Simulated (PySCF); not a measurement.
## Ionisation energy of Cs⁴⁰⁺ by level of theory

Cs⁴⁰⁺ [Ne] 3s2 3p3 (4S) → Cs⁴¹⁺ [Ne] 3s2 3p2 (3P), as a difference of total energies. All numbers are calculated (PySCF 2.14, the spin-free X2C one-electron Hamiltonian (Gaussian nucleus), in an even-tempered Gaussian basis (18 s from 7.7 bohr⁻², ratio 2.5; 12 p from 10 bohr⁻², ratio 2.5; 4 d from 40 bohr⁻², ratio 2.7; 4 f from 60 bohr⁻², ratio 2.7)). Correlated levels: outer shells: 1s2 frozen; virtual orbitals above 40 to 60 times the deepest correlated orbital energy dropped. The calculations carry no spin-orbit coupling.

```csv
method,ionisation energy (eV)
UHF,2984.9
MP2 (outer shells),2985.5
SCS-MP2 (outer shells),2985.2
CCSD (outer shells),2985.3
CCSD(T) (outer shells),2985.3
```

Spin-orbit coupling is strong in these open shells (close to jj coupling). The scalar numbers leave it out and a first-order estimate fails, so it can dominate the gap to the real levels.

Breit and QED terms and the two-electron picture change are absent.

For comparison: 2945 ± 4 eV (theoretical estimate listed by NIST; NIST Atomic Spectra Database, ionization energies).
